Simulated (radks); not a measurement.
Values are calculated unless marked as measured or tabulated.
Ionisation of Pb42+, [Kr] 4d4, to Pb43+, [Kr] 4d3, under several functionals. Non-relativistic Kohn-Sham, spin-unpolarised, spherical densities, point nucleus; a radial shooting solver on a logarithmic mesh with Libxc functionals.

functional                                      E(Pb42+) (hartree)  Exc (hartree)  IE (eV)  -e(HOMO) (eV)  <r> HOMO (bohr)  IE error (eV)
SOGGA                                                  -18389.5503      -278.7345   2079.9         2048.7           0.3673          -21.1
RPBE                                                   -18395.0352      -284.2563   2080.2         2049.0           0.3674          -20.8
PW91                                                   -18395.9181      -285.1432   2080.5         2049.3           0.3673          -20.5
TPSS                                                   -18394.5890      -283.7948   2079.7         2048.6           0.3676          -21.3
PBE                                                    -18394.4682      -283.6832   2080.2         2049.0           0.3673          -20.8
HCTH/407                                               -18402.6190      -291.9999   2086.0         2054.8           0.3666          -15.0
revPBE                                                 -18394.9077      -284.1282   2080.2         2049.0           0.3673          -20.8
exchange-only LDA                                      -18380.2193      -269.3524   2077.4         2046.2           0.3672          -23.6
AM05                                                   -18385.8290      -274.9876   2080.2         2049.0           0.3672          -20.8
SCAN                                                   -18395.7025      -284.9294   2079.4         2048.5           0.3678          -21.6
TASK exchange with Perdew-Wang LDA correlation         -18392.1131      -281.3109   2080.8         2050.0           0.3674          -20.2
r2SCAN                                                 -18394.9380      -284.1556   2079.6         2048.7           0.3679          -21.4

NIST Atomic Spectra Database: 2101 eV (theoretical). Closest: HCTH/407. The Delta-SCF values span 8.62 eV, the total energies 22.40 hartree. The highest occupied level is 4d. Relativity is left out here, which matters for elements this heavy. Spin polarisation and multiplet splitting are left out, so open shells lie too high by an amount that depends on their filling.

Beside tabulated values, note that spin-unpolarised runs miss the spin-polarisation part of the exchange energy of open shells.
